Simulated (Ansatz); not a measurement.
A search over several starts for the lowest SCF solution of Cs3Br2 at the given spin, in a small basis.

```yaml
crystal:
  periodic: [false, false, false]
  atoms:
    - {symbol: Cs, position_ang: [2.483466, 0.566965, -0.955201]}
    - {symbol: Cs, position_ang: [-2.169678, 1.095517, -1.231651]}
    - {symbol: Cs, position_ang: [-0.298780, -1.645040, 2.162517]}
    - {symbol: Br, position_ang: [-0.120903, -1.686438, -1.280226]}
    - {symbol: Br, position_ang: [0.105905, 1.668996, 1.304561]}
basis:
  gaussian: {orbitals: def2-SVP, initial_orbitals: start.molden}
magnetization: {spin_polarized: true, initial_magnetization: 1}
hamiltonian: {xc: pbe, dispersion: d4}
output: {orbitals: {seedname: orbitals}}
```

The file start.molden holds the orbitals of an earlier run on this structure, at another level or in another basis.

```sh
$ ansatz run in.yaml --threads 4 --pin off --events-out ev --progress --plain --max-ram 4787MiB
```

It prints (some lines left out):

```
Functional definition: PBE
1452 factors; their error is unknown
mean field evaluation 1: about -141702.1959 eV, gradient 4.3e1 eV
mean field evaluation 2: about -141706.4607 eV, gradient 3.8e0 eV
mean field evaluation 4: about -141706.8427 eV, gradient 1.1e-2 eV
mean field evaluation 8: about -141704.0257 eV, gradient 1.8e1 eV
mean field evaluation 16: about -141706.7327 eV, gradient 1.9e-2 eV
mean field evaluation 32: about -141706.0132 eV, gradient 3.6e0 eV
mean field -141706.73273229 eV, -5207.6263756383 hartree, gradient 6.3e-5 eV, S^2 0.750160; 5 other end points of the search recorded, 0 dependent functions left out
reference -141706.73278746 eV, -5207.6263776659 hartree; 49, 48 occupied and 87, 88 virtual orbitals, 1452 factors
Total energy: -141706.90999290 eV, -5207.6328898458 hartree
```

Run time 8 s (4 threads of AMD EPYC 7B13 on a shared host).

In the def2 sets Cs takes a core potential; there is no spin–orbit coupling. The structure comes from a short search, and lower isomers may exist.
